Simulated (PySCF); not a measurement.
Two-dimensional NMR puzzle

Compound of formula C$_{7}$H$_{14}$OSi. Correlations simulated from computed shifts and the bond graph:

HSQC (one-bond C–H):
| δH | δC |
| --- | --- |
| 6.12 | 142.6 |
| 5.98 | 122.8 |
| 5.39 | 122.8 |
| 4.29 | 96.4 |
| 4.20 | 96.4 |
| 0.26 | -0.5 |

COSY cross peaks (H two or three bonds apart, from the bond graph; peaks can be absent where the dihedral angle is near 90°):
| δH | δH |
| --- | --- |
| 6.12 | 5.98 |
| 6.12 | 5.39 |
| 5.98 | 5.39 |
| 4.29 | 4.20 |

HMBC (two and three bonds, from the bond graph):
| δH | δC |
| --- | --- |
| 6.12 | 163.0, 122.8, 96.4 |
| 5.98 | 163.0, 142.6 |
| 5.39 | 163.0, 142.6 |
| 4.29 | 163.0, 142.6 |
| 4.20 | 163.0, 142.6 |
| 0.26 | -0.5 |

Carbons without hydrogens: δ 163.0.

Computational details: structure optimised with PBE0-D3(BJ)/def2-SVP, PBE0/pcSseg-1 with gauge-including orbitals, in PySCF 2.14.0 with density-fitted response routines (isolated molecule, non-relativistic, fast rotation and ring inversion assumed for equivalent nuclei, one computed conformer).

Chemical shifts δ = σref − σ; 1H (31.27 ppm) and 13C (184.41 ppm) vs TMS, all at this level.

Exchangeable hydrogens are left out of these lists.

Which molecule is this?

Answers

`InChI=1S/C7H14OSi/c1-6-7(2)8-9(3,4)5/h6H,1-2H2,3-5H3`.

Mapped SMILES: `[CH2:1]=[CH:2][C:3](=[CH2:4])[O:5][Si:6]([CH3:7])([CH3:8])[CH3:9]` (H(Xn): hydrogen on atom n). Ha(C4) is cis to C2; Ha(C1) is cis to C3; Hb(C4) is trans to C2; Hb(C1) is trans to C3.

1. δC 163.0 is C3, an alkene carbon bearing oxygen.
2. δC 142.6 is C2, an alkene CH (δH 6.12).
3. δC 122.8 is C1, a terminal =CH2 carbon (δH 5.39, 5.98).
4. δC 96.4 is C4, a β carbon of an enol-ether or enamine type C=C (δH 4.29, 4.20).
5. δC -0.5 is C7/C8/C9, a methyl carbon bonded to Si (δH 0.26).
6. HMBC from δH 6.12 reaches the proton-free carbon C3.
7. HMBC from δH 5.98 reaches the proton-free carbon C3.
8. HMBC from δH 5.39 reaches the proton-free carbon C3.
9. HMBC from δH 4.29 reaches the proton-free carbon C3.
10. COSY links 6.12–5.98, 6.12–5.39, 5.98–5.39, 4.29–4.20.

The data come from this structure; uniqueness wasn't tested.

Shifts are as computed. Against solution values, carbons near 30 ppm lie about +2 ppm off and those near 130 ppm about +5 ppm. Of 1211 compounds with measured shifts, 218 miss one by over three times the rms of a fit or turn the order of signals round; such compounds aren't used in these exercises.
